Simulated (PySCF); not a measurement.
PySCF 2.14 output of an unrestricted LDA calculation on a single atom or ion in x2c-TZVPPall (11s7p7d3f1g, 97 functions), with scalar relativity by spin-free X2C-1e:

```
SCF conv_tol = 1e-09
number electrons alpha = 40  beta = 35
    P. A. M. Dirac.,  Math. Proc. Cambridge Philos. Soc. 26, 376 (1930)
    F. Bloch.,  Z. Phys. 57, 545 (1929)
    S. H. Vosko, L. Wilk, and M. Nusair.,  Can. J. Phys. 58, 1200 (1980)
cycle= 1 E= -17817.2794678581  delta_E= -0.0349  |g|= 0.301  |ddm|= 0.483
cycle= 2 E= -17817.2782298153  delta_E= 0.00124  |g|= 0.299  |ddm|= 0.231
cycle= 3 E= -17817.2851433803  delta_E= -0.00691  |g|= 0.0173  |ddm|= 0.146
cycle= 4 E= -17817.2851947469  delta_E= -5.14e-05  |g|= 0.000752  |ddm|= 0.0163
cycle= 5 E= -17817.2851949061  delta_E= -1.59e-07  |g|= 3.93e-05  |ddm|= 0.000962
cycle= 6 E= -17817.2851949064  delta_E= -3.57e-10  |g|= 3.22e-06  |ddm|= 2.58e-05
converged SCF energy = -17817.2851949064  <S^2> = 8.7506742  2S+1 = 6.0002247
```

The run itself started from symmetry-adapted Hartree-Fock orbitals and held the occupation by maximum overlap, on a logarithmic radial grid, so the iterations belong to that start.

Question: Which element, charge and spin multiplicity is this?

Answer: Ir(2+) (iridium, charge +2), multiplicity 6; the state was [Xe] 4f14 5d6 6s1, high-spin 6D determinant (an excited configuration).

Spin-orbit coupling, absent here, splits the open shell strongly.
